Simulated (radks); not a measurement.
Effect of the nuclear size on the iron ion Fe+, [Ar] 3d6 4s1. Method: Dirac Kohn-Sham, BLYP, spin-unpolarised, spherical densities, finite nucleus; open shells fill j = l - 1/2 first; Fermi nuclear charge, rms radius 3.7377 fm; computed with a radial shooting solver on a logarithmic mesh with Libxc functionals. The rms radius is varied about that value; shifts are against it.

rms radius (fm)  total energy shift (eV)  density at nucleus (e/bohr^3)  1s1/2 shift (meV)  2s1/2 shift (meV)  2p1/2 shift (meV)  3s1/2 shift (meV)
3.2107                           -0.0291                       1.52e+04              -12.3              -1.11              0.114             -0.160
3.5097                           -0.0131                      1.514e+04              -5.56             -0.502              0.051             -0.072
3.7377                                 0                       1.51e+04              0.000              0.000              0.000              0.000
3.9582                            0.0134                      1.506e+04               5.69              0.514             -0.053              0.074
4.1526                            0.0259                      1.503e+04               11.0              0.991             -0.102              0.142

Slopes of the eigenvalues against <r^2> in GHz/fm^2, as finite differences over the two radii next to the reference (eigenvalue slopes, not the field-shift constants of lines): 1s1/2 812, 2s1/2 73.4, 2p1/2 -7.52, 3s1/2 10.5.
